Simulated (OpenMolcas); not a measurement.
InNH2F2: a line through the functionals

InNH2F2: 6 atoms, total charge 0, spin state singlet. As SMILES, `[NH2][In]([F])[F]`. The shape is that of a PBE0-D4/def2-TZVP optimisation.

The electronic atomisation energy y, in eV, basis def2-SVPD with a core potential; a is the functional's share of exact exchange. Programs: OpenMolcas 26.06.

```
functional     program     a  y (eV)
    r2SCAN  OpenMolcas     0   19.01
      TPSS  OpenMolcas     0   19.20
     B3LYP  OpenMolcas   0.2       ?
      PBE0  OpenMolcas  0.25   18.74
     BHLYP  OpenMolcas   0.5   17.77
```

Task: Fit y = c + s·a to the known rows and predict B3LYP.

Result: 
1. Means of the 4 rows: a = 0.1875, y = 18.680.
2. Σ(Δa)² = 0.17188, Σ(Δa·Δy) = -0.44, so the slope is -0.44/0.17188 = -2.5599.
3. Intercept: 18.680 − (-2.5599) × 0.1875 = 19.160. The largest residual of the fit is 0.22.
4. B3LYP: 19.160 + (-2.5599) × 0.2 = 18.65 eV.

The run gave 18.79 eV, so the prediction is off by -0.14 eV, within the largest residual. Spin-orbit coupling is left out.
